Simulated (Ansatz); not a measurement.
```yaml
atoms:
  - { symbol: S, position_ang: [0.0000, 0.0000, 0.0000] }
  - { symbol: F, position_ang: [1.7071, 0.0000, 0.0000] }
  - { symbol: F, position_ang: [-1.7071, 0.0000, 0.0000] }
  - { symbol: F, position_ang: [0.0000, 1.7071, 0.0000] }
  - { symbol: F, position_ang: [0.0000, -1.7071, 0.0000] }
  - { symbol: F, position_ang: [0.0000, 0.0000, 1.7071] }
  - { symbol: F, position_ang: [0.0000, 0.0000, -1.7071] }
```

Basis set: 6-31G* (spherical functions). Correlated methods keep 11 orbitals frozen. Charge 0, multiplicity 1.

Computed with Ansatz (development build ahead of 0.2.0); each method stands on the lowest determinant of its kind that the runs found. Restricted open shells among the atoms or ions are ROHF, correlated in semicanonical orbitals with singles.

Give the atomization energy at this shape (free ground-state atoms in the same class of orbitals less the molecule, no zero-point energy) of singlet SF₆ by RHF-MP2, RHF.

```json
{"method": "RHF-MP2", "atomization energy": "18.28 eV"}
{"method": "RHF", "atomization energy": "6.90 eV"}
```

Caution: no unrestricted run beside it, a lower state can exist; the shape is not the minimum.
